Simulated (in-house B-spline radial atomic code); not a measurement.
Ionisation energies along the 17-electron series, configuration 1s2 2s2 2p6 3s2 3p1/2(2) 3p3/2(3), as differences of self-consistent energies. Dirac energy differences include first-order Breit, QED and recoil terms. NIST's values go from ground level to ground level; the uncertainty of those that are theory runs from under 0.1 % in few-electron ions to several per cent in heavy many-electron ones. Computed with a B-spline radial code for spherical atoms: Dirac-Hartree-Fock, jj configuration that fills j = l - 1/2 first, finite nuclei.

A number in brackets counts the electrons of a j subshell.

```
  ion         configuration after  ionisation energy (eV)  IE/(q+1)² (eV)  -ε less Coulomb ΔSCF (eV)  Breit and QED recoil part (eV)  tabulated value (eV)  computed minus tabulated (eV)
 Cr7+  [Ne] 3s2 3p1/2(2) 3p3/2(2)                   184.5          2.8834                     0.8945                       -0.041533                184.76                           -0.2
 Mn8+  [Ne] 3s2 3p1/2(2) 3p3/2(2)                   221.7           2.737                    0.88945                       -0.054335                221.89                           -0.2
 Fe9+  [Ne] 3s2 3p1/2(2) 3p3/2(2)                   262.0          2.6195                    0.88584                       -0.069296                 262.1                           -0.1
Co10+  [Ne] 3s2 3p1/2(2) 3p3/2(2)                   305.3           2.523                    0.88329                       -0.086498                305.32                            0.0
Ni11+  [Ne] 3s2 3p1/2(2) 3p3/2(2)                   351.7          2.4423                    0.88154                        -0.10621                 351.6                            0.1
Cu12+  [Ne] 3s2 3p1/2(2) 3p3/2(2)                   401.2          2.3738                    0.88039                        -0.12837                   401                            0.2
Zn13+  [Ne] 3s2 3p1/2(2) 3p3/2(2)                   453.7          2.3149                    0.87972                        -0.15334                 453.4                            0.3
Ga14+  [Ne] 3s2 3p1/2(2) 3p3/2(2)                   509.3          2.2637                    0.87941                        -0.18109                 508.8                            0.5
Ge15+  [Ne] 3s2 3p1/2(2) 3p3/2(2)                   568.0          2.2188                    0.87938                        -0.21188                 567.3                            0.7
As16+  [Ne] 3s2 3p1/2(2) 3p3/2(2)                   629.8          2.1791                    0.87959                        -0.24594                 628.8                            1.0
Se17+  [Ne] 3s2 3p1/2(2) 3p3/2(2)                   694.6          2.1437                    0.87998                        -0.28324                 693.4                            1.2
Br18+  [Ne] 3s2 3p1/2(2) 3p3/2(2)                   762.5          2.1121                    0.88051                        -0.32418                   761                            1.5
Kr19+  [Ne] 3s2 3p1/2(2) 3p3/2(2)                   833.4          2.0835                    0.88117                        -0.36862                 831.6                            1.8
Rb20+  [Ne] 3s2 3p1/2(2) 3p3/2(2)                   907.4          2.0577                    0.88192                        -0.41696                 905.3                            2.1
Sr21+  [Ne] 3s2 3p1/2(2) 3p3/2(2)                   984.5          2.0342                    0.88275                         -0.4692                 982.1                            2.4
Zr23+  [Ne] 3s2 3p1/2(2) 3p3/2(2)                  1148.0          1.9931                     0.8846                        -0.58632                1144.7                            3.3
Nb24+  [Ne] 3s2 3p1/2(2) 3p3/2(2)                  1234.4           1.975                     0.8856                        -0.65138                1230.6                            3.8
Mo25+  [Ne] 3s2 3p1/2(2) 3p3/2(2)                  1323.8          1.9583                    0.88664                        -0.72096                1319.6                            4.2
Tc26+  [Ne] 3s2 3p1/2(2) 3p3/2(2)                  1416.3          1.9428                    0.88771                        -0.79549                1411.6                            4.7
Ru27+  [Ne] 3s2 3p1/2(2) 3p3/2(2)                  1512.0          1.9285                    0.88881                        -0.87472                1506.7                            5.3
Rh28+  [Ne] 3s2 3p1/2(2) 3p3/2(2)                  1610.7          1.9152                    0.88994                        -0.95916                1604.9                            5.8
Pd29+  [Ne] 3s2 3p1/2(2) 3p3/2(2)                  1712.5          1.9028                    0.89109                         -1.0488                1706.2                            6.3
```

**Question.** How far is this level of theory from the measured and semi-empirical values?

**Answer.** Over those 22 rows the differences run from -0.224 to +6.34 eV (mean absolute value 2.1 eV). The calculation leaves out correlation and, in open shells, the multiplet splittings that an average leaves out.
